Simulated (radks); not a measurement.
Values are calculated unless marked as measured or tabulated.
Question: The bromine ion Br10+ is in [Ar] 3d(3/2: 4, 5/2: 3). Code: a radial shooting solver on a logarithmic mesh with Libxc functionals. Model: Dirac Kohn-Sham, PBE, spin-unpolarised, spherical densities, finite nucleus; Fermi nuclear charge, rms radius of each element as measured or else 0.836 A^(1/3) + 0.57 fm. Sub-shells are occupied by j as written (lower j first in brackets). One electron is removed from 3p3/2, 3d5/2, 3d3/2, 3p1/2 in turn, with full relaxation. Which removal costs least, and what does each cost?

Answer: 3d5/2 304.73 eV; 3d3/2 306.13 eV; 3p3/2 409.15 eV; 3p1/2 416.96 eV. The 3d5/2 electron leaves first.
